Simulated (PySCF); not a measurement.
Working out the ionisation energy of Ge

Ge [Ar] 3d10 4s2 4p2 (3P) → Ge⁺ [Ar] 3d10 4s2 4p1 (2P). Calculation: PySCF 2.14, in aug-cc-pVDZ-PP with ECP10MDF (5s4p3d, 32 functions); a scalar-relativistic core potential. Frozen: 3s2 3p6 3d10. Energies in hartree (1 hartree = 27.21139 eV):

```tsv
part	Ge (lower)	Ge⁺ (upper)
UHF	-293.341749	-293.069413
CCSD correlation	-0.057237	-0.046253
(T)	-0.000901	-0.000458
```

**Question.** What does Hartree-Fock give?

**Answer.** (-293.069413) − (-293.341749) = 0.272336 hartree = 7.411 eV.

**Question.** What do CCSD and CCSD(T) give?

**Answer.** The CCSD correlation energies differ by 0.010984 hartree = 0.299 eV and the triples by 0.000443 hartree = 0.012 eV, so CCSD gives 7.710 eV and CCSD(T) 7.722 eV.

Measured between the centres of the two terms (NIST): 7.925 eV, so CCSD(T) (valence) is off by -0.203 eV.

A double-zeta basis recovers only part of the correlation energy.

What remains against the reference includes basis incompleteness, the frozen core and higher excitations.
